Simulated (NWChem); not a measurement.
GaH$_{3}$SeO$_{2}$; SMILES [OH][Ga]([OH])[SeH]

```xyz
7

Ga    -0.0037    -0.7776     0.0003
O      1.4069    -1.8997    -0.0003
H      2.2557    -1.4311    -0.0006
O     -1.6198    -1.5641     0.0003
H     -1.5129    -2.5296    -0.0002
Se     0.1061     1.5623     0.0013
H     -1.3745     1.6246     0.0014
```
Atoms are numbered in this order, from 1.

Level: B3LYP/6-31G* (spherical d) (NWChem), optimised geometry, unscaled harmonic frequencies. This build's default masses of Se (78.918 u) and Br (79.917 u) are each other's, which moves their modes by up to 0.6 %.

| frequency (cm⁻¹) | IR intensity (km/mol) |
|---|---|
| 112 | 5.9 |
| 158 | 4.8 |
| 172 | 20.2 |
| 177 | 71.9 |
| 271 | 97.2 |
| 282 | 19.9 |
| 332 | 77.3 |
| 632 | 2.9 |
| 663 | 70.2 |
| 701 | 82.2 |
| 860 | 96.0 |
| 905 | 132.2 |
| 2405 | 11.9 |
| 3752 | 52.3 |
| 3775 | 45.4 |

- zero-point energy: 21.7 kcal/mol
- thermal correction to the enthalpy at 298.15 K (with zero-point energy): 26.8 kcal/mol
- heat capacity Cv: 22.3 cal/(mol K)
- entropy at 298.15 K and 1 atm (symmetry number 1): 85.6 cal/(mol K)
- dipole moment: 1.01 D

Rigid rotor and harmonic oscillator.
